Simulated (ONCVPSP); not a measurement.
# Reading a pseudo-wave (platinum (Pt))

Columns: radius, all-electron u(r) and pseudo u(r) of the 5p shell (level -57.01 eV) of platinum in the configuration [Kr] 4d10 4f14 5s2 5p6 5d9 6s0.5 6p0.5; BLYP, scalar-relativistic, ONCV scheme, ONCVPSP 4.0.1.

| r (bohr) | all-electron | pseudo |
| --- | --- | --- |
| 0.100 | 0.2593 | 0.0291 |
| 0.200 | 0.1051 | 0.1127 |
| 0.300 | -0.5176 | 0.2412 |
| 0.400 | -0.5258 | 0.3997 |
| 0.500 | -0.1246 | 0.5700 |
| 0.600 | 0.3514 | 0.7336 |
| 0.700 | 0.7335 | 0.8732 |
| 0.800 | 0.9770 | 0.9761 |
| 0.900 | 1.0943 | 1.0348 |
| 1.000 | 1.1160 | 1.0482 |
| 1.100 | 1.0738 | 1.0205 |
| 1.200 | 0.9937 | 0.9601 |
| 1.300 | 0.8947 | 0.8772 |
| 1.400 | 0.7898 | 0.7824 |
| 1.500 | 0.6869 | 0.6845 |
| 1.600 | 0.5908 | 0.5903 |
| 1.700 | 0.5037 | 0.5036 |
| 1.800 | 0.4265 | 0.4264 |
| 1.900 | 0.3592 | 0.3591 |
| 2.000 | 0.3012 | 0.3011 |
| 2.100 | 0.2516 | 0.2516 |
| 2.200 | 0.2096 | 0.2096 |
| 2.300 | 0.1742 | 0.1741 |
| 2.400 | 0.1444 | 0.1444 |
| 2.500 | 0.1195 | 0.1195 |
| 2.600 | 0.0988 | 0.0988 |

(1) How many radial nodes do the two functions have?

(2) At about which radius was the pseudo-wave matched?

(3) Where does each function peak?

(4) Is the pseudo-wave norm-conserving?

Answers

(1) The all-electron 5p function has n − l − 1 = 3 (the table is too coarse to show those close to the nucleus); the pseudo-wave has 0, since the states of the same l below it are removed with the core.

(2) 2.00 bohr. The columns agree to 0.0005 from 1.60 bohr on; several derivatives are matched, so the curves merge somewhat inside the radius.

(3) Outermost all-electron maximum near 1.00 bohr, pseudo maximum near 1.00 bohr (to the table’s step).

(4) Yes: the ONCV scheme keeps the norm inside the radius equal to the all-electron one, which fixes the energy derivative of the logarithmic derivative at the level.
